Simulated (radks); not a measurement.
All-electron atom: Ti I in [Ar] 3d2 4s1 7d1 (not the ground configuration). Calculated with a radial shooting solver on a logarithmic mesh with Libxc functionals: scalar-relativistic Kohn-Sham, SCAN, spin-unpolarised, spherical densities, finite nucleus; meta-GGA in the generalised Kohn-Sham scheme; Fermi nuclear charge, rms radius 3.5921 fm. Some entries of the table are withheld. Estimate them.

orbital,occ.,eigenvalue (hartree),<1/r> (bohr^-1)
1s,2,-179.9256,21.80
2s,2,-20.26060,4.566
2p,6,-16.76267,4.455
3s,2,-2.63157,(1)
3p,6,-1.71632,1.260
3d,2,-0.37998,0.8892
4s,1,-0.35377,(2)
7d,1,(3),(4)

Answer. 
(1) 3s <1/r> (bohr^-1): 1.391
(2) 4s <1/r> (bohr^-1): 0.3973
(3) 7d eigenvalue (hartree): -0.00975
(4) 7d <1/r> (bohr^-1): 0.03109
